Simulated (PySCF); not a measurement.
Compound: C₅H₄ClN₃.
Structure used (GFN2-xTB), in Å, numbered top down from 1:
```xyz
13
C5H4ClN3 angstrom
C      2.5841    0.1231    0.2218
C      1.6228    0.4884   -0.6187
C      0.2165    0.2225   -0.3728
N     -0.1450   -0.4215    0.7529
C     -1.4240   -0.6351    0.9234
C     -2.3359   -0.1946   -0.0502
Cl    -4.0177   -0.4461    0.1183
N     -1.9156    0.4325   -1.1337
N     -0.6464    0.6400   -1.2940
H      2.3478   -0.3946    1.1361
H      3.6213    0.3288    0.0217
H      1.8237    1.0082   -1.5435
H     -1.7359   -1.1510    1.8211
```

Method: TDDFT CAM-B3LYP/def2-SVPD, vertical, gas phase, core orbitals frozen in the response (PySCF 2.14.0, density-fitted response routines).

Transition dipole moments from the ground state, in atomic units and in the frame of the coordinates above (overall signs are arbitrary), for the states with f of 0.002 or more among the lowest 8:

```csv
state,E (eV),μx,μy,μz
S1,3.206,-0.020,0.208,0.113
S3,4.641,0.904,0.268,-0.338
S4,5.326,-1.999,0.017,-0.379
S8,6.377,-0.389,-0.143,0.196
```

Q: Work out the oscillator strengths.

A: f = (2/3) ΔE |μ|² with ΔE in hartree (27.2114 eV).

| state | \|μ\|² (au) | \|μ\| (D) | f |
| --- | --- | --- | --- |
| S1 | 0.056 | 0.60 | 0.004 |
| S3 | 1.004 | 2.55 | 0.114 |
| S4 | 4.139 | 5.17 | 0.540 |
| S8 | 0.210 | 1.17 | 0.033 |

Q: What is the point group, and which symmetry does each of these states have?

A: Cs. Polarised normal to the mirror plane, so A″: S1. Polarised in the mirror plane, so A′: S3, S4 and S8.

Q: What angle do the transition dipoles of S4 and S8 make?

A: |cos θ| = |μa·μb| / (|μa| |μb|) = 0.75, so θ ≈ 41° (taken between 0 and 90°, since the signs are arbitrary).

Q: What peak molar absorption coefficient would the strongest computed level give as a lone Gaussian band 0.4 eV wide at half height?

A: ε(max) = 2.175×10⁸ f / FWHM, with the width in cm⁻¹. S4: 2.175×10⁸ × 0.5402 / 3226 ≈ 36000 L mol⁻¹ cm⁻¹.

One conformer stands for the species.
